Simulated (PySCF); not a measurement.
# Nuclear quadrupole coupling in `C[SiH2][SiH2]O[SiH2]CCl`

C2H11ClOSi3.
Cartesian coordinates in Å at the GFN2-xTB level; atoms count from 1:
```xyz
18
C2H11ClOSi3 angstrom
C     -3.2171   -1.2016   -0.3201
Si    -1.8412    0.1055   -0.1986
Si    -0.2682   -0.6057    1.3322
O      0.8946    0.5533    1.4324
Si     2.1059    1.4263    0.8450
C      3.0553    0.3851   -0.4474
Cl     1.9476   -0.0745   -1.7664
H     -3.6699   -1.3936    0.6486
H     -4.0067   -0.8807   -0.9921
H     -2.8342   -2.1469   -0.6942
H     -1.3288    0.3291   -1.5609
H     -2.4831    1.3795    0.1858
H      0.4417   -1.8527    1.0112
H     -0.6694   -0.7012    2.7418
H      1.5431    2.6023    0.1904
H      3.0016    1.7000    1.9645
H      3.4425   -0.5449   -0.0362
H      3.8773    0.9269   -0.9077
```

Field gradients from the PBE0/pcSseg-1 density (PySCF, non-relativistic), principal values in atomic units, ordered |Vxx| ≤ |Vyy| ≤ |Vzz|:

```
atom      Vxx      Vyy     Vzz
  O4  -0.4726  -0.6374  1.1101
 Cl7  -1.9523  -2.0489  4.0012
```

**Question.** Find the asymmetry η = (Vxx − Vyy)/Vzz and the couplings χ = eQV/h (234.96 MHz × Q in barn × V in au), with Q(17O) = −0.0256 b, Q(35Cl) = −0.0817 b.

**Answer.** 
| atom | environment | nucleus | η | χzz (MHz) | χxx (MHz) | χyy (MHz) |
| --- | --- | --- | --- | --- | --- | --- |
| O4 | siloxane oxygen | 17O | 0.15 | -6.68 | 2.84 | 3.83 |
| Cl7 | alkyl chlorine | 35Cl | 0.02 | -76.81 | 37.48 | 39.33 |

The gradient is axial or nearly so (η below 0.05) at Cl7. The tensor is traceless: Vxx + Vyy + Vzz = 0.

**Question.** What is Vzz at Cl7 in SI units (1 au = 9.71736 × 10²¹ V/m²)?

**Answer.** 4.0012 au = 38.881 × 10²¹ V/m².

**Question.** What couplings would deuterons (Q(2H) = 0.00286 b) have in place of the hydrogens, at this geometry?

**Answer.** 
| atom | bonded to | bond length (Å) | Vzz (au) | η | χzz (kHz) |
| --- | --- | --- | --- | --- | --- |
| H8 | C1 | 1.086 | 0.3241 | 0.01 | 218 |
| H9 | C1 | 1.085 | 0.3268 | 0.01 | 220 |
| H10 | C1 | 1.086 | 0.3240 | 0.01 | 218 |
| H11 | Si2 | 1.473 | 0.1574 | 0.01 | 106 |
| H12 | Si2 | 1.477 | 0.1547 | 0.01 | 104 |
| H13 | Si3 | 1.470 | 0.1562 | 0.05 | 105 |
| H14 | Si3 | 1.469 | 0.1577 | 0.02 | 106 |
| H15 | Si5 | 1.459 | 0.1621 | 0.02 | 109 |
| H16 | Si5 | 1.460 | 0.1617 | 0.01 | 109 |
| H17 | C6 | 1.088 | 0.3105 | 0.08 | 209 |
| H18 | C6 | 1.087 | 0.3133 | 0.07 | 211 |

Isolated species at its GFN2-xTB geometry (one conformer only). GFN2-xTB bond lengths can be off by several hundredths of an ångström, more for odd bonds, and the gradients follow them. A larger basis could move these couplings by a tenth or more.
